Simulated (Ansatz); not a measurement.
Reaction: H4SiPO (SMILES [SiH](O)P, doublet) → H4SiPO (SMILES [O][SiH2]P, doublet)
Each species at its own B3LYP-D3(BJ)/def2-TZVP minimum (Ansatz, an electronic-structure program), one conformer.

Total energies in hartree (Ansatz). Radicals and triplets start from unrestricted determinants; spin-orbit coupling is neglected. Correlated methods leave the cores frozen. No relativity. The UHF reference of H4OPSi ([O][SiH2]P, doublet) is spin-contaminated (<S^2> up to 0.03 over the pure value in the sets run).

| species | HF/cc-pV(T+d)Z | CCSD(T)/cc-pV(T+d)Z | HF/cc-pV(Q+d)Z | CCSD(T)/cc-pV(Q+d)Z | CCSD(T)/cc-pV(D+d)Z | CCSDT(Q)/cc-pV(D+d)Z |
|---|---|---|---|---|---|---|
| 1: H4SiPO (SMILES O[SiH]P, doublet) | -706.93619 | -707.49620 | -706.95000 | -707.54694 | -707.32371 | -707.32606 |
| 2: H4SiPO (SMILES [O][SiH2]P, doublet) | -706.90557 | -707.45778 | -706.91894 | -707.50801 | -707.28900 | -707.29259 |

### Question
Work out the isomerisation energy (electronic) in kcal/mol: take Hartree-Fock from cc-pV(Q+d)Z, extrapolate the CCSD(T) correlation energy as X^-3 (X = 3, 4), and add CCSDT(Q) - CCSD(T) in cc-pV(D+d)Z. 1 hartree = 627.51 kcal/mol.

### Answer

Species 1: correlation (64·(-0.59694) - 27·(-0.56001))/37 = -0.62389; step -0.00235; E1 = -706.95000 + (-0.62389) + (-0.00235) = -707.57624
Species 2: correlation (64·(-0.58907) - 27·(-0.55221))/37 = -0.61597; step -0.00359; E2 = -706.91894 + (-0.61597) + (-0.00359) = -707.53850
-1·E1 +1·E2 = 0.03774 hartree = 23.7 kcal/mol.
